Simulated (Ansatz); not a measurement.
A nudged elastic band was laid between two geometries of C$_{2}$H$_{4}$O$_{3}$Si (10 atoms, charge 0, multiplicity 1).

Theory: RKS r2SCANh-D4/STO-3G in Ansatz 0.2.0.

```yaml
movable_images: 5
climbing_image: yes
spring: 5.0 eV/Å²
optimiser: quadratic models (default)
start_path: through a guess of the saddle point
force_threshold: 0.03 eV/Å
iteration_limit: 60
end_points: relaxed
```

Image 0:

```xyz
10
Properties=species:S:1:pos:R:3
O 0.842 -1.651 -0.053
C 0.647 -0.674 -0.809
O 1.120 -0.603 -2.138
C -0.153 0.637 -0.414
O -0.302 1.565 -1.239
Si -0.800 0.560 1.390
H 1.603 -1.500 -2.239
H -1.702 -0.559 1.517
H -1.492 1.785 1.701
H 0.319 0.389 2.285
```

Image 6:

```xyz
10
Properties=species:S:1:pos:R:3
O -0.156 -1.755 -0.560
C 0.401 -0.700 -0.934
O 1.182 -0.596 -2.107
C 0.328 0.687 -0.168
O 0.922 1.693 -0.615
Si -0.735 0.566 1.423
H 1.133 -1.549 -2.479
H -0.154 -0.418 2.304
H -2.075 0.170 1.064
H -0.763 1.851 2.076
```

(1) Which bonds break or form, and what moves?

(2) Give the energies along the band, and the barrier.

(3) What is the geometry of the highest image?

(4) What are the harmonic wavenumbers there?

## Answers

(1) No bond is made or broken. The dihedral O5–C4–Si6–H10 goes from -121 to 0°. The two ends are copies of one structure, up to a mirror image or an exchange of like atoms.

(2) The forces met the threshold. The highest image is number 3 of 0 to 6, 1.0 kcal/mol above the ends, which have the same energy within 2 meV. A vibrational analysis at the climbing image gives one clearly imaginary mode, 77i cm⁻¹: a first-order saddle point. Limits of this set-up: minimal basis.

```csv
image,path coordinate (Å),energy (kcal/mol),dihedral O5–C4–Si6–H10 (°)
0,0.00,0.0,-121
1,0.66,0.3,-100
2,1.31,0.8,-80
3,1.97,1.0,-60
4,2.63,0.8,-40
5,3.28,0.3,-20
6,3.94,0.0,0
```

(3) 
```xyz
10
Properties=species:S:1:pos:R:3
O 0.293 -1.883 -0.391
C 0.510 -0.756 -0.886
O 1.179 -0.566 -2.118
C 0.103 0.653 -0.275
O 0.365 1.695 -0.918
Si -0.774 0.586 1.431
H 1.381 -1.531 -2.395
H -0.928 -0.781 1.860
H -2.067 1.215 1.309
H 0.023 1.317 2.386
```

(4) 77i, 46, 165, 291, 312, 426, 472, 557, 650, 666, 697, 779, 968, 1045, 1116, 1118, 1221, 1483, 1798, 1859, 2676, 2731, 2745, 3747 cm⁻¹.

The run took 2.6 min on 1 thread of Arm Neoverse V1, with other jobs on the host, peak memory 0.13 GiB.
